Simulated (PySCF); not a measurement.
Molecule: SMILES N#Cc1ccco1, C5H3NO.

Atoms are numbered as in `[N:1]#[C:2][c:3]1[cH:4][cH:5][cH:6][o:7]1`. Each H is labelled by its parent atom.

Geometry PBE0-D3(BJ)/def2-SVP throughout; GIAO in PySCF 2.14, gas phase, one conformer, non-relativistic; equivalent atoms averaged; functional PBE0.

For orientation, pcSseg-2 gives these shifts δ (against NH3, TMS, H2O at the same level): N1 329.2, C6 154.9, C4 132.1, C5 120.0, C2 119.4, O7 313.5, H(C6) 7.58, H(C4) 7.23, H(C5) 6.69 ppm.

A run gave: N1 299.2, C6 142.7, C4 120.6, C5 110.1, C2 110.0, O7 288.6, H(C6) 7.71, H(C4) 7.20, H(C5) 6.65 ppm (shifts δ (against NH3, TMS, H2O at the same level)).

Q: Which basis set was used in that run?
A. pcSseg-1
B. def2-TZVP
C. def2-SVP
D. aug-cc-pVDZ

A: D. C2 tells them apart best: aug-cc-pVDZ gives 110.0, def2-SVP gives 106.8, pcSseg-1 gives 116.4, def2-TZVP gives 116.1 ppm.
